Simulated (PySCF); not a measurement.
## How methods differ on the excitation energy of Ni

Ni [Ar] 3d8 4s2 (3F) → Ni [Ar] 3d10 (1S), as a difference of total energies. Calculation: PySCF 2.14, in aug-cc-pVTZ (8s7p5d3f2g, 93 functions); no relativity, point nucleus. Correlated levels: valence: [Ar] frozen. The calculations carry no spin-orbit coupling.

```tsv
method	excitation energy (cm⁻¹)
UHF	46422
LDA	-1621.6
PBE	3613.0
PBE0	12666
r2SCAN	13463
revPBE	3964.2
MN15	832.89
PBEsol	1629.3
SCS-MP2 (valence)	963.63
```

Question: Estimate what MP2 (valence) gives.

Answer: -6002.5 cm⁻¹, closest to LDA among the rows shown.

Question: Estimate what M06-2X gives.

Answer: 17743 cm⁻¹, closest to r2SCAN among the rows shown.

A first-order spin-orbit estimate (lowest level to lowest level, LS coupling) adds 0.126 eV.
